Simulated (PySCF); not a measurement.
PySCF job for C2H7O2, SMILES C([OH2+])CO, charge +1, TDA-M06-2X/def2-SVPD. Geometry optimised at PBE0-D3(BJ)/def2-SVP. The isomer is the one that the SMILES or the coordinates give; other isomers of the formula were not compared. Other conformers were not sampled.

```python
import numpy as np
from pyscf import gto, scf, dft, tdscf

mol = gto.M(
    atom='''
    O     0.91827675   -0.36808966   -0.85053906
    C     0.65791640    0.80707983   -0.08639261
    C    -0.77911173    0.58290827    0.37222190
    O    -0.79467928   -0.86634924    0.59427210
    H     1.86183847   -0.54840247   -0.96863316
    H     1.34492822    0.87878029    0.77159627
    H     0.73489169    1.71756764   -0.69798238
    H    -1.02642876    1.08819913    1.31300824
    H    -1.51134466    0.82334329   -0.41110334
    H    -0.01569594   -1.12306500   -0.10394697
    H    -1.64979678   -1.30084044    0.43222137
    ''',
    basis='def2-SVPD',
    charge=1,
    spin=0,
    max_memory=1600,
    verbose=4,
)
mf = dft.RKS(mol, xc='m06-2x').density_fit(auxbasis='def2-universal-jkfit')
mf.grids.level = 4
mf.conv_tol = 1e-9
mf.max_cycle = 100
mf.kernel()
mf.grids = dft.Grids(mol).set(level=2).build(with_non0tab=True)  # coarser grid for the response kernel
td = tdscf.TDA(mf)
td.singlet = True
td.nstates = 10
td.conv_tol = 1e-4
td.positive_eig_threshold = 1e-6
td.kernel(x0=td.get_init_guess(mf, 15))
td.analyze()
tt = tdscf.TDA(mf)
tt.singlet = False
tt.nstates = 4
tt.conv_tol = 1e-4
tt.positive_eig_threshold = 1e-6
tt.kernel(x0=tt.get_init_guess(mf, 9))
tt.analyze(verbose=3)
```

Output:

```
PySCF version 2.14.0

[INPUT] verbose = 4
[INPUT] num. atoms = 11
[INPUT] num. electrons = 34
[INPUT] charge = 1
[INPUT] spin (= nelec alpha-beta = 2S) = 0
[INPUT] symmetry False subgroup None
[INPUT] Mole.unit = angstrom
[INPUT] Symbol           X                Y                Z      unit          X                Y                Z       unit  Magmom
[INPUT]  1 O      0.918276750000  -0.368089660000  -0.850539060000 AA    1.735291564056  -0.695588646684  -1.607285881645 Bohr   0.0
[INPUT]  2 C      0.657916400000   0.807079830000  -0.086392610000 AA    1.243281808860   1.525159839361  -0.163258372086 Bohr   0.0
[INPUT]  3 C     -0.779111730000   0.582908270000   0.372221900000 AA   -1.472307790136   1.101536986044   0.703397448565 Bohr   0.0
[INPUT]  4 O     -0.794679280000  -0.866349240000   0.594272100000 AA   -1.501726196067  -1.637162791825   1.123011512470 Bohr   0.0
[INPUT]  5 H      1.861838470000  -0.548402470000  -0.968633160000 AA    3.518364796479  -1.036330474335  -1.830451387572 Bohr   0.0
[INPUT]  6 H      1.344928220000   0.878780290000   0.771596270000 AA    2.541545992999   1.660654071766   1.458105629036 Bohr   0.0
[INPUT]  7 H      0.734891690000   1.717567640000  -0.697982380000 AA    1.388744025319   3.245732440016  -1.318995537972 Bohr   0.0
[INPUT]  8 H     -1.026428760000   1.088199130000   1.313008240000 AA   -1.939669242777   2.056398324690   2.481225972897 Bohr   0.0
[INPUT]  9 H     -1.511344660000   0.823343290000  -0.411103340000 AA   -2.856027487224   1.555893324598  -0.776872721494 Bohr   0.0
[INPUT] 10 H     -0.015695940000  -1.123065000000  -0.103946970000 AA   -0.029661027868  -2.122285270085  -0.196431304778 Bohr   0.0
[INPUT] 11 H     -1.649796780000  -1.300840440000   0.432221370000 AA   -3.117664075389  -2.458232163359   0.816780014484 Bohr   0.0

nuclear repulsion = 146.51230052214
number of shells = 62
number of NR pGTOs = 196
number of NR cGTOs = 142
basis = def2-SVPD
ecp = {}


[settings echo left out]
init E= -231.120565320747
  HOMO = -0.3575309819441  LUMO = -0.0201333905061665  gap/eV = 9.18106
cycle= 1 E= -230.260540002792  delta_E= 0.86  |g|= 0.49  |ddm|= 3.68
  HOMO = -0.561880303805195  LUMO = -0.17549769311931  gap/eV = 10.51401
cycle= 2 E= -230.27569236111  delta_E= -0.0152  |g|= 0.455  |ddm|= 1.06
  HOMO = -0.602139046695201  LUMO = -0.171807301487305  gap/eV = 11.70992
cycle= 3 E= -230.312323733211  delta_E= -0.0366  |g|= 0.0689  |ddm|= 0.457
  HOMO = -0.591600169989028  LUMO = -0.16585777730629  gap/eV = 11.58504
cycle= 4 E= -230.3131656128  delta_E= -0.000842  |g|= 0.0185  |ddm|= 0.086
  HOMO = -0.594159345069628  LUMO = -0.16615000611933  gap/eV = 11.64673
cycle= 5 E= -230.31323048073  delta_E= -6.49e-05  |g|= 0.00687  |ddm|= 0.0263
  HOMO = -0.593423620900945  LUMO = -0.166217177398154  gap/eV = 11.62488
cycle= 6 E= -230.313239492178  delta_E= -9.01e-06  |g|= 0.00153  |ddm|= 0.00799
  HOMO = -0.593393694852915  LUMO = -0.166152573596799  gap/eV = 11.62582
cycle= 7 E= -230.313239905648  delta_E= -4.13e-07  |g|= 0.000462  |ddm|= 0.00178
  HOMO = -0.593436364569948  LUMO = -0.16617389739801  gap/eV = 11.62640
cycle= 8 E= -230.313239950464  delta_E= -4.48e-08  |g|= 4.36e-05  |ddm|= 0.00053
  HOMO = -0.593436327172856  LUMO = -0.166173071223398  gap/eV = 11.62643
cycle= 9 E= -230.313239951115  delta_E= -6.51e-10  |g|= 8.86e-06  |ddm|= 9.38e-05
  HOMO = -0.593437613012612  LUMO = -0.166173036032964  gap/eV = 11.62646
Extra cycle  E= -230.313239951144  delta_E= -2.89e-11  |g|= 4.05e-06  |ddm|= 2.65e-05
converged SCF energy = -230.313239951144
tot grids = 82440
Overwritten attributes  positive_eig_threshold  of <class 'pyscf.tdscf.rks.TDA'>


******** <class 'pyscf.tdscf.rks.TDA'> for <class 'pyscf.df.df_jk.DFRKS'> ********
nstates = 10 singlet
deg_eia_thresh = 1.000e-03
wfnsym = None
conv_tol = 0.0001
eigh lindep = 1e-12
eigh level_shift = 0
eigh max_cycle = 100


Excitation energies (eV)
[ 8.55669748  9.39589364  9.77115353 10.21530082 10.31452419 10.88780993
 11.06696791 11.09053546 11.20044135 11.4381831 ]

** Singlet excitation energies and oscillator strengths **
Excited State   1:      8.55670 eV    144.90 nm  f=0.0017
      17 -> 18        0.61015
      17 -> 19       -0.29961
Excited State   2:      9.39589 eV    131.96 nm  f=0.0067
      15 -> 18       -0.13708
      16 -> 18        0.55202
      17 -> 18       -0.14820
      17 -> 19       -0.32133
Excited State   3:      9.77115 eV    126.89 nm  f=0.0035
      16 -> 18       -0.35774
      17 -> 18       -0.24350
      17 -> 19       -0.49103
      17 -> 20       -0.12412
      17 -> 24       -0.10308
Excited State   4:     10.21530 eV    121.37 nm  f=0.0041
      15 -> 18        0.12479
      17 -> 18        0.11766
      17 -> 20       -0.61526
      17 -> 22       -0.14885
      17 -> 24       -0.10263
      17 -> 28        0.10205
Excited State   5:     10.31452 eV    120.20 nm  f=0.0033
      15 -> 18       -0.59584
      15 -> 24       -0.13807
      16 -> 18       -0.10516
      16 -> 19        0.21575
      17 -> 20       -0.13038
Excited State   6:     10.88781 eV    113.87 nm  f=0.0461
      13 -> 18        0.10524
      14 -> 18       -0.26356
      15 -> 18       -0.18169
      15 -> 24       -0.10559
      16 -> 19       -0.48888
      16 -> 20        0.12654
      17 -> 23       -0.12374
      17 -> 24       -0.21117
Excited State   7:     11.06697 eV    112.03 nm  f=0.0167
      14 -> 18       -0.21363
      16 -> 19       -0.13569
      17 -> 20       -0.16549
      17 -> 22        0.22664
      17 -> 23        0.26873
      17 -> 24        0.40033
      17 -> 28       -0.13779
      17 -> 30        0.11618
Excited State   8:     11.09054 eV    111.79 nm  f=0.0615
      14 -> 18        0.26050
      15 -> 19        0.13651
      16 -> 20        0.17764
      16 -> 24        0.16044
      17 -> 21       -0.49064
      17 -> 22        0.12594
      17 -> 25        0.10775
Excited State   9:     11.20044 eV    110.70 nm  f=0.0055
      14 -> 18       -0.17494
      16 -> 20       -0.40290
      16 -> 24       -0.16166
      16 -> 27       -0.11843
      17 -> 21       -0.38922
      17 -> 24       -0.12245
Excited State  10:     11.43818 eV    108.40 nm  f=0.0011
      15 -> 19        0.13945
      17 -> 19        0.14350
      17 -> 21        0.20430
      17 -> 22        0.44898
      17 -> 23        0.25489
      17 -> 24       -0.27961
      17 -> 29        0.12853

** Transition electric dipole moments (AU) **
state          X           Y           Z        Dip. S.      Osc.
  1        -0.0124     -0.0299     -0.0835      0.0080      0.0017
  2         0.1179      0.1236     -0.0069      0.0292      0.0067
  3         0.0677      0.0321      0.0951      0.0147      0.0035
  4         0.0625     -0.0766      0.0804      0.0162      0.0041
  5        -0.1096     -0.0321      0.0119      0.0132      0.0033
  6        -0.1296      0.3695     -0.1401      0.1729      0.0461
  7        -0.0896     -0.2161      0.0838      0.0617      0.0167
  8        -0.3347     -0.0669     -0.3313      0.2263      0.0615
  9        -0.0437     -0.1186     -0.0630      0.0199      0.0055
 10         0.0243      0.0148      0.0557      0.0039      0.0011

** Transition velocity dipole moments (imaginary part, AU) **
state          X           Y           Z        Dip. S.      Osc.
  1        -0.0007      0.0160     -0.0528      0.0030      0.0065
  2         0.0304      0.0375     -0.0601      0.0059      0.0115
  3         0.0153      0.0037      0.0503      0.0028      0.0052
  4         0.0247     -0.0477      0.0409      0.0046      0.0081
  5        -0.0326     -0.0217     -0.0042      0.0016      0.0027
  6        -0.0385      0.1122     -0.0650      0.0183      0.0305
  7        -0.0219     -0.0564      0.0103      0.0038      0.0062
  8        -0.1368     -0.0272     -0.1461      0.0408      0.0667
  9        -0.0004     -0.0469      0.0220      0.0027      0.0044
 10         0.0072      0.0125      0.0114      0.0003      0.0005

** Transition magnetic dipole moments (imaginary part, AU) **
state          X           Y           Z
  1        -0.5496     -0.3513     -0.2672
  2        -0.9981      0.0748      0.1274
  3         0.3566     -0.3515      0.5565
  4        -0.1673      0.7044      0.1886
  5        -0.1677     -0.1722      0.3846
  6        -0.1070     -0.1152     -1.1594
  7        -0.4082      0.3361     -0.3240
  8         0.2343     -0.2472      0.6387
  9         0.0651     -0.4115     -0.4004
 10         0.4731     -0.3259      0.1145


******** <class 'pyscf.tdscf.rks.TDA'> for <class 'pyscf.df.df_jk.DFRKS'> ********
nstates = 4 triplet
deg_eia_thresh = 1.000e-03
wfnsym = None
conv_tol = 0.0001
eigh lindep = 1e-12
eigh level_shift = 0
eigh max_cycle = 100


Excitation energies (eV)
[8.2026734  8.97626788 9.55596213 9.96556827]

** Triplet excitation energies and oscillator strengths **
Excited State   1:      8.20267 eV    151.15 nm  f=0.0000
Excited State   2:      8.97627 eV    138.12 nm  f=0.0000
Excited State   3:      9.55596 eV    129.75 nm  f=0.0000
Excited State   4:      9.96557 eV    124.41 nm  f=0.0000
```

Self-consistency was reached.

Cost: very roughly 9 core-minutes.
